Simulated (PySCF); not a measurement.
CH10Ge2OSi.
Geometry (PBE0-D3(BJ)/def2-SVP, Å), atoms numbered from 1 in this order:
```xyz
15
CH10Ge2OSi angstrom
Ge     2.9763   -0.2498    0.1926
C      1.2717    0.6950   -0.0009
Si    -0.2380   -0.3835    0.1863
O     -1.5973    0.5430   -0.0386
Ge    -3.3459    0.2329   -0.1300
H      3.0491   -0.9416    1.5678
H      4.1463    0.7453    0.0751
H      3.1182   -1.3199   -0.9067
H      1.2342    1.4983    0.7534
H      1.2522    1.1761   -0.9927
H     -0.2549   -1.0001    1.5520
H     -0.2015   -1.4949   -0.8195
H     -3.8298   -0.2802    1.2394
H     -3.6054   -0.8175   -1.2271
H     -3.9909    1.5805   -0.4812
```

Computed with core-valence-separated Tamm–Dancoff BHandHLYP/aug-pcX-1 (pcseg-1 on H, def2-SVPD on Ge, def2-SVPD on Si) in PySCF, non-relativistic, gas phase, PBE0-D3(BJ)/def2-SVP geometry. No empirical shift is added; at this level the pattern usually sits a few eV under experiment.

The lowest roots of each edge with f over 0.003 (five at most, numbered afresh; weaker and dark ones are left out), with transition dipoles (au) in the frame of the coordinates:

| root | edge | E (eV) | f | μx | μy | μz |
| --- | --- | --- | --- | --- | --- | --- |
| 1 | C | 285.13 | 0.0052 | -0.0260 | -0.0080 | 0.0010 |
| 2 | C | 285.50 | 0.0330 | -0.0466 | 0.0495 | -0.0095 |
| 3 | C | 285.64 | 0.0064 | -0.0188 | 0.0233 | -0.0046 |
| 4 | C | 285.85 | 0.0315 | 0.0010 | -0.0119 | -0.0660 |
| 5 | C | 286.50 | 0.0217 | 0.0423 | 0.0355 | -0.0063 |
| 6 | O | 531.39 | 0.0154 | -0.0281 | -0.0197 | 0.0010 |
| 7 | O | 533.10 | 0.0203 | -0.0369 | 0.0129 | -0.0051 |
| 8 | O | 533.16 | 0.0117 | 0.0031 | 0.0288 | -0.0072 |
| 9 | O | 533.79 | 0.0068 | 0.0205 | -0.0101 | -0.0017 |
| 10 | O | 533.90 | 0.0164 | 0.0000 | -0.0075 | -0.0346 |

Problem. Molecules are fixed in this frame and the field points along x. What effective strengths 3 f cos²θ do the roots have (θ between field and μ)?

Solution. root 1 (C2): 0.014, root 2 (C2): 0.046, root 3 (C2): 0.007, root 4 (C2): 0.000, root 5 (C2): 0.038, root 6 (O4): 0.031, root 7 (O4): 0.053, root 8 (O4): 0.000, root 9 (O4): 0.016, root 10 (O4): 0.000. Root 7 is the strongest. Averaged over all orientations cos²θ is 1/3, which gives f back.

 Relativistic effects, spin–orbit coupling among them, are left out although an element past zinc is present.

One conformer stands for the species.
